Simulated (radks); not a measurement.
Trend from Rb2+ to Xe2+: ionisation energy by Delta-SCF between NIST ground configurations, and size. All-electron calculation, Dirac Kohn-Sham, LDA (Slater exchange, Perdew-Wang correlation), spin-unpolarised, spherical densities, point nucleus; open shells fill j = l - 1/2 first. Program: a radial shooting solver on a logarithmic mesh with Libxc functionals.

species      configuration  configuration of the ion  IE (eV)  NIST (eV)       kind   -e(HOMO) (eV)  outermost  <r> outermost (bohr)
Rb2+     [Ar] 3d10 4s2 4p5         [Ar] 3d10 4s2 4p4   39.946     39.247  semi-emp.  33.532 (4p3/2)      4p3/2                  1.65
Sr2+                  [Kr]         [Ar] 3d10 4s2 4p5   42.988     42.884       exp.  36.260 (4p3/2)      4p3/2                  1.56
Zr2+              [Kr] 4d2                  [Kr] 4d1   22.891     23.170  semi-emp.  17.565 (4d3/2)      4d3/2                  2.00
Nb2+              [Kr] 4d3                  [Kr] 4d2   25.010     25.040  semi-emp.  19.380 (4d3/2)      4d3/2                  1.85
Mo2+              [Kr] 4d4                  [Kr] 4d3   27.043       27.1  semi-emp.  21.118 (4d3/2)      4d3/2                  1.72
Tc2+              [Kr] 4d5                  [Kr] 4d4   28.707     29.550  semi-emp.  22.532 (4d5/2)      4d5/2                  1.63
Ru2+              [Kr] 4d6                  [Kr] 4d5   30.612     28.470  semi-emp.  24.157 (4d5/2)      4d5/2                  1.54
Rh2+              [Kr] 4d7                  [Kr] 4d6   32.483     31.060  semi-emp.  25.752 (4d5/2)      4d5/2                  1.45
Pd2+              [Kr] 4d8                  [Kr] 4d7   34.325     32.930  semi-emp.  27.324 (4d5/2)      4d5/2                  1.38
Ag2+              [Kr] 4d9                  [Kr] 4d8   36.145       34.8  semi-emp.  28.878 (4d5/2)      4d5/2                  1.32
Cd2+             [Kr] 4d10                  [Kr] 4d9   37.947      37.47       exp.  30.417 (4d5/2)      4d5/2                  1.26
In2+         [Kr] 4d10 5s1                 [Kr] 4d10   28.735     28.044       exp.  24.118 (5s1/2)      5s1/2                  2.32
Sn2+         [Kr] 4d10 5s2             [Kr] 4d10 5s1   31.446     30.506       exp.  26.524 (5s1/2)      5s1/2                  2.20
Sb2+     [Kr] 4d10 5s2 5p1             [Kr] 4d10 5s2   25.410     25.324       exp.  20.929 (5p1/2)      5p1/2                  2.43
Te2+     [Kr] 4d10 5s2 5p2         [Kr] 4d10 5s2 5p1   27.886      27.84       exp.  23.139 (5p1/2)      5p1/2                  2.28
I2+      [Kr] 4d10 5s2 5p3         [Kr] 4d10 5s2 5p2   28.992      29.57       exp.  24.153 (5p3/2)      5p3/2                  2.23
Xe2+     [Kr] 4d10 5s2 5p4         [Kr] 4d10 5s2 5p3   31.313      31.05  semi-emp.  26.240 (5p3/2)      5p3/2                  2.11

Reference values: NIST Atomic Spectra Database (exp. = measured, semi-emp. = semi-empirical, theory = theoretical value adopted there). Spin polarisation and multiplet splitting are left out, so open shells lie too high by an amount that depends on their filling.

Beside tabulated values, note that spin-unpolarised runs miss the spin-polarisation part of the exchange energy of open shells.
